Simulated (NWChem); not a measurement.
Molecule: SiH3SF; SMILES [SiH2](S)F

```xyz
6

Si    -0.6439     0.5765    -0.0969
F      0.7289     1.3390     0.3165
S     -0.3241    -1.4960    -0.4493
H     -1.5978     0.7892     1.0225
H     -1.1231     1.1342    -1.3861
H     -0.1824    -1.8119     0.8571
```
Atoms are numbered in this order, from 1.

Program: NWChem. All runs use the structure optimised with PBE0/def2-SVP. B3LYP is NWChem's, with the RPA form of VWN correlation. Level: B3LYP/def2-SVP with SMD (1 M gas to 1 M solution), gas-phase geometry. Reactions with the solvent are ignored.

For solvent toluene:

| Item | Result |
|---|---|
| cavity-dispersion-structure term (kcal/mol) | -1.1 |
| dipole in solution (D) | 1.51 |

Problem. Estimate the same quantities for solvent dimethyl sulfoxide.

Solution. The cavity-dispersion-structure term (kcal/mol) is 0.3 and the dipole in solution (D) is 1.66.
